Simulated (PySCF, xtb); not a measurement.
Sb(H)(SiH3)2 (H₇SbSi₂), SMILES [SiH3][SbH][SiH3].

xtb with GFN2-xTB at its own geometry gives an orbital gap of 3.70 eV and a dipole moment of 0.51 D.

Geometry: r2SCAN-D4/def2-SVP. The def2 effective core potentials stand for the cores of Sb; spin–orbit coupling is left out.

Question: What does CAM-B3LYP/def2-TZVP run with PySCF give? (Estimate from the structure and the level; the computed values follow.)

Answer: gap 8.61 eV (levels -8.32 and 0.29 eV), dipole 0.14 D.
